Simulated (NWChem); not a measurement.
Species: CH₃F₃Si; SMILES FC[SiH](F)F

```xyz
8

F      0.6410    -1.9244     0.0000
C     -0.6057    -1.2947     0.0000
Si    -0.3897     0.5794     0.0000
F      0.4434     1.0258     1.2947
F      0.4434     1.0258    -1.2947
H     -1.1685    -1.6243    -0.8852
H     -1.1685    -1.6243     0.8852
H     -1.6934     1.2819     0.0000
```
Atoms are numbered in this order, from 1.

Results from NWChem. STO-3G and 3-21G are far too small for this property and stand as cheap habits. The geometry was optimised at B3LYP/6-31G* (spherical d). GIAO values for the isolated, static molecule; σ is the absolute isotropic shielding, δ = σ(reference) − σ with the isolated reference molecule computed at the same levels (13C: tetramethylsilane, 19F: trichlorofluoromethane, 1H: tetramethylsilane, 29Si: tetramethylsilane).

| level | δ F1 (ppm) | δ C2 (ppm) | δ Si3 (ppm) | δ F4 (ppm) | δ H6 (ppm) | δ H8 (ppm) | relative time |
|---|---|---|---|---|---|---|---|
| PBE0/pcSseg-1 | -314.6 | 77.6 | -15.1 | -170.6 | 4.46 | 4.92 | 20 |
| LDA (Slater exchange, VWN5)/pcSseg-1 | -353.9 | 84.9 | -6.1 | -187.2 | 4.76 | 5.44 | 8 |
| Hartree-Fock/STO-3G | -111.3 | 43.8 | -13.5 | -196.4 | 1.73 | 2.44 | 1 |

Times are rough ratios from one shared machine.
